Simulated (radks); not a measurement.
Species: the thallium ion Tl23+. Configuration: [Kr] 4d10 4f12 (the NIST ground configuration).

Calculated with a radial shooting solver on a logarithmic mesh with Libxc functionals: scalar-relativistic Kohn-Sham, BLYP, spin-polarised, spherical densities, finite nucleus; open shells are filled with parallel spins first (spin-orbit coupling, left out, can overturn this in heavy ions); Fermi nuclear charge, rms radius 5.4759 fm.

Energy parts (Ry):
part                       energy
total                 -40042.2496
kinetic                45118.4747
electron-nucleus      -97153.9291
Hartree                12705.3998
exchange-correlation    -712.1949

Orbitals (lengths in bohr, moments of r in powers of bohr; r(max) is where P^2 peaks):
orbital  occ.  eigenvalue (Ry)   r(max)
1s down     1        -6337.054  0.01003
1s up       1        -6337.054  0.01003
2s up       1        -1165.974  0.05814
2s down     1        -1165.969  0.05814
2p up       3        -1009.721  0.04831
2p down     3        -1009.717  0.04831
3s up       1        -312.4580   0.1638
3s down     1        -312.3202   0.1638
3p up       3        -267.4377   0.1637
3p down     3        -267.2970   0.1636
3d up       5        -220.7719   0.1332
3d down     5        -220.6641   0.1332
4s up       1        -103.1960   0.3668
4s down     1        -102.9730   0.3668
4p up       3        -88.18797   0.3857
4p down     3        -87.97519   0.3858
4d up       5        -70.63421   0.3898
4d down     5        -70.42539   0.3899
4f up       7        -51.25338   0.3456
4f down     5        -51.02956   0.3459
5s up       0        -47.47406   0.7465
5s down     0        -47.35947   0.7472
5p up       0        -42.14487   0.8037
5p down     0        -42.04468   0.8047

The highest occupied level is 4f down at -694.29 eV. For comparison, the ionisation energy in NIST's Atomic Spectra Database is 700 eV (theoretical). In exact Kohn-Sham theory the highest level is minus the ionisation energy, but local and semilocal functionals leave it too shallow, through self-interaction and a potential that decays too fast; potentials with the right tail come closer. Spin moment in Bohr magnetons: 2. The spin density at the nucleus is -15.05 e/bohr^3 (1s 0.05, 2s -2.59, 3s -25.60, 4s 13.11). The electron density at the nucleus is 2.718e+06 e/bohr^3 (large components only). The density falls to 0.001 e/bohr^3 at r = 1.37 bohr.
